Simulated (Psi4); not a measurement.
F$_{2}$La, charge +2, quartet, at a GFN2-xTB geometry of the parent state (such geometries of metal compounds can be far from the true shape) (the multiplicity is a formal guess) (core potentials on La); R2SCAN/def2-TZVP (Psi4).

The Psi4 input:
```
memory 2 GB

molecule {
2 4
  La    0.33966094    0.23556775    0.06908115
  F    -1.54856663    0.24526234   -1.27331975
  F    -0.60261932   -1.73719143    0.83580577
}

set basis def2-tzvp
set reference uks

energy('r2scan')
print_variables()
```

It wrote (shortened):

```
   => Loading Basis Set <=

    Name: DEF2-TZVP
    Role: ORBITAL
    Keyword: BASIS

    !!!  WARNING: ECP capability is in beta. Please check occupations closely.  !!!

         ---------------------------------------------------------
                                   SCF
               by Justin Turney, Rob Parrish, Andy Simmonett
                          and Daniel G. A. Smith
                              UKS Reference
         ---------------------------------------------------------

  ==> Geometry <==

    Molecular point group: c2v
    Full point group: C2v

    Geometry (in Angstrom), charge = 2, multiplicity = 4:

       Center              X                  Y                   Z               Mass
    ------------   -----------------  -----------------  -----------------  -----------------
         LA          -0.000000000000     0.000000000000     0.375063204293   138.906356300000
         F            0.000000000000    -1.522608758234    -1.371132685317    18.998403162730
         F           -0.000000000000     1.522608758234    -1.371132685317    18.998403162730

  Running in c2v symmetry.

  Rotational constants: A =      0.19137  B =      0.18530  C =      0.09414 [cm^-1]
  Rotational constants: A =   5737.11370  B =   5555.17390  C =   2822.33905 [MHz]
  Nuclear repulsion =   59.300650845019746

  Charge       = 2
  Multiplicity = 4
  Electrons    = 27
  Nalpha       = 15
  Nbeta        = 12

  ==> Algorithm <==

  SCF Algorithm Type is DF.
  DIIS enabled.
  MOM disabled.
  Fractional occupation disabled.
  Guess Type is SAD.
  Energy threshold   = 1.00e-06
  Density threshold  = 1.00e-06
  Integral threshold = 1.00e-12

  ==> Primary Basis <==

  Basis Set: DEF2-TZVP
    Blend: DEF2-TZVP
    Number of shells: 36
    Number of basis functions: 102
    Number of Cartesian functions: 118
    Spherical Harmonics?: true
    Max angular momentum: 3

  Core potential: DEF2-TZVP
    Number of shells: 4
    Number of ECP primitives: 10
    Number of ECP core electrons: 46
    Max angular momentum: 3

  ==> DFT Potential <==

   => LibXC <=

    Version 7.1.2
    S. Lehtola, C. Steigemann, M. J. T. Oliveira, and M. A. L. Marques,  SoftwareX 7, 1–5 (2018) (10.1016/j.softx.2017.11.002)

   => Composite Functional: R2SCAN <=

    r2SCAN Meta-GGA XC Functional  (0.1021/acs.jpclett.0c02405)
    J. W. Furness, A. D. Kaplan, J. Ning, J. P. Perdew, J. Sun  J. Phys. Chem. Lett.  11, 8208–8215, 2020

    Deriv               =              1
[...]

   @Spin Contamination Metric:   1.169295292E-02
   @S^2 Expected:                3.750000000E+00
   @S^2 Observed:                3.761692953E+00
   @S   Expected:                1.500000000E+00
   @S   Observed:                1.500000000E+00

    Orbital Energies [Eh]
    ---------------------

    Alpha Occupied:

[...]
    Alpha Virtual:

[...]
    Beta Occupied:

[...]
    Beta Virtual:

[...]
    Final Occupation by Irrep:
             A1    A2    B1    B2
    DOCC [     6,    0,    2,    4 ]
    SOCC [     1,    1,    0,    1 ]
    NA   [     7,    1,    2,    5 ]
    NB   [     6,    0,    2,    4 ]

  @DF-UKS Final Energy:  -230.28610096258336

   => Energetics <=

    Nuclear Repulsion Energy =             59.3006508450197458
    One-Electron Energy =                -435.2424806787146281
    Two-Electron Energy =                 170.1435258230158354
    DFT Exchange-Correlation Energy =     -24.4877969519042971
    Empirical Dispersion Energy =           0.0000000000000000
    VV10 Nonlocal Energy =                  0.0000000000000000
    Total Energy =                       -230.2861009625833617

  UHF NO Occupations:
  HONO-2 :    1 A2 1.0000000
  HONO-1 :    7 A1 1.0000000
  HONO-0 :    5 B2 1.0000000
  LUNO+0 :    8 A1 0.0024648
  LUNO+1 :    3 B1 0.0017671
  LUNO+2 :    4 B1 0.0005823
  LUNO+3 :    6 B2 0.0002923

Computation Completed

Properties will be evaluated at   0.000000,   0.000000,   0.000000 [a0]

Properties computed using the SCF density matrix

 Multipole Moments:

 ------------------------------------------------------------------------------------
     Multipole            Electronic (a.u.)      Nuclear  (a.u.)        Total (a.u.)
 ------------------------------------------------------------------------------------

 L = 1.  Multiply by 2.5417464519 to convert [e a0] to [Debye]
 Dipole X            :          0.0000000            0.0000000            0.0000000
 Dipole Y            :          0.0000000            0.0000000            0.0000000
 Dipole Z            :         39.4627629          -38.8427405            0.6200224
 Magnitude           :                                                    0.6200224

 ------------------------------------------------------------------------------------

  Variable Map:
  ----------------------------------------------------------------------------
[...]
  Array Variable Map:
  ----------------------------------------------------------------------------
[...]
[...]
```
